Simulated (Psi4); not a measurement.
Internal rotation in SMILES [SiH2]([SiH3])[SeH] (H₆SeSi₂). Scanned: dihedral Si1–Si2–Se3–H9; all other coordinates were relaxed at GFN2-xTB. Points at φ and −φ are mirror images.

Geometry of the scan point at -45° (Å):
```
9

Si    -1.6288     0.1948     0.2228
Si     0.6482     0.3257    -0.2171
Se     1.7608    -1.5632     0.5100
H     -2.2724     1.4344    -0.2104
H     -1.8872     0.0226     1.6554
H     -2.2674    -0.9218    -0.4741
H      1.3504     1.4424     0.4230
H      1.0379     0.3286    -1.6263
H      1.1146    -1.6446     1.7875
```

Computed with DF-MP2 (frozen core)/cc-pVTZ // GFN2-xTB (Psi4).

Scanned values (°): -165, -150, -135, -120, -105, -90, -75, -60, -45, -30, -15, 0, 15, 30, 45, 60, 75, 90, 105, 120, 135, 150, 165, 180.

Question: Describe the profile: where are the wells and the tops?

Answer: Lower than their neighbours: -165° (1.04 kcal/mol), -45° (0.00 kcal/mol), 45° (0.00 kcal/mol), 165° (1.04 kcal/mol). Higher than their neighbours: -120° (1.58 kcal/mol), 0° (0.65 kcal/mol), 120° (1.58 kcal/mol), 180° (1.24 kcal/mol). The whole profile spans 1.58 kcal/mol.
